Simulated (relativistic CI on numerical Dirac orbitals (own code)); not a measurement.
**What each ingredient does to the levels of Rh42+**

Base calculation: Dirac-Coulomb-Breit CI, separate exchange-only KLI orbitals for each configuration, model QED (radiative potential, 1s self-energy scaled to tabulated hydrogen-like ionisation energies), unscaled Slater integrals.

CI space (outside the closed core 1s2): 2s, 2p, 3s, 3p, 3d, 4s, 4p, 4d, 4f, 5s, 5p, 5d, 5f, 5g, 6s, 6p, 6d. Levels of other configurations are missing.

Variants: (1) QED terms removed; (2) one mean potential for all configurations. Shifts of the energy above 2s 2S_1/2, in eV, for the lowest level and the first level of each name with at least 55 % of one term (blank where a level changes its place among those of its configuration and J or its character, or is not in the variant):

```csv
Level,Base,Δ(1),Δ(2)
2s 2S_1/2,0.00,0.00,0.00
2p 2P°_1/2,94.16,+3.44,+0.12
2p 2P°_3/2,263.53,+3.12,+0.09
3s 2S_1/2,3718.81,+2.43,-0.04
3p 2P°_1/2,3744.88,+3.44,-0.03
3p 2P°_3/2,3795.13,+3.35,-0.02
3d 2D_3/2,3804.03,+3.44,-0.05
3d 2D_5/2,3819.61,+3.41,-0.05
4s 2S_1/2,5002.53,+3.01,-0.05
4p 2P°_1/2,5013.23,+3.44,-0.04
4p 2P°_3/2,5034.38,+3.40,-0.04
4d 2D_3/2,5038.09,+3.44,-0.05
4d 2D_5/2,5044.67,+3.42,-0.05
4f 2F°_5/2,5044.87,+3.43,-0.05
4f 2F°_7/2,5048.13,+3.43,-0.05
5s 2S_1/2,5591.35,+3.22,-0.05
5p 2P°_1/2,5596.75,+3.43,-0.04
5p 2P°_3/2,5607.55,+3.41,-0.04
5d 2D_3/2,5609.44,+3.43,-0.05
5d 2D_5/2,5612.81,+3.43,-0.05
5f 2F°_5/2,5612.92,+3.43,-0.05
5g 2G_7/2,5614.59,+3.43,-0.05
```

At this charge energies of transitions that change n are usually good to better than 1 %, and those within a shell (Δn = 0) to a few per cent.

Ionisation energy from the two ground configurations alone: base 6622.84 eV; QED terms removed 6626.28 eV. The NIST ASD value (theoretical) is 6623.26 eV.
